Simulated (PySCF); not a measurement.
## Dipole response of Pd³⁹⁺ (palladium, charge +39)

[He] 2s2 2p3, high-spin 4S determinant. Computed with PySCF 2.14 in an even-tempered Gaussian basis (19 s from 16 bohr⁻², ratio 2.2; 12 p from 21 bohr⁻², ratio 2.2; 6 d from 83 bohr⁻², ratio 2.4; 5 f from 120 bohr⁻², ratio 2.4; 4 g from 190 bohr⁻², ratio 2.4), with the spin-free X2C one-electron Hamiltonian (Gaussian nucleus). Coupled (time-dependent) response in atomic units; α is the mean over directions.

```csv
method,mean α (bohr³),C₆ (like pair),S(−4)
UHF,0.0009857,1.286e-05,7.136e-06
PBE0,0.0009643,1.263e-05,6.746e-06
```

S(−4) is the Cauchy moment in α(ω) = α(0) + S(−4) ω² + …

α(iu) at UHF:

```csv
u (hartree),α(iu) (bohr³)
0,0.0009856
2.00,0.0009580
4.00,0.0008853
8.00,0.0006912
12.0,0.0005268
16.0,0.0004151
20.0,0.0003423
30.0,0.0002482
40.0,0.0002062
60.0,0.0001671
100,0.0001283
```

A single London oscillator, α(iu) = α/(1 + u²/ω²), gives C₆ = (3/4) ω α². Matching the computed C₆ needs ω = 4 × 1.286e-05 / (3 × 0.0009857²) = 17.6 hartree.

For an ion, C₆ is the dispersion term alone; charge-induced terms of lower order in 1/R come first.

Spin-orbit coupling is strong in this species (close to jj coupling), so the high-spin LS determinant is a model state, not a physical level.
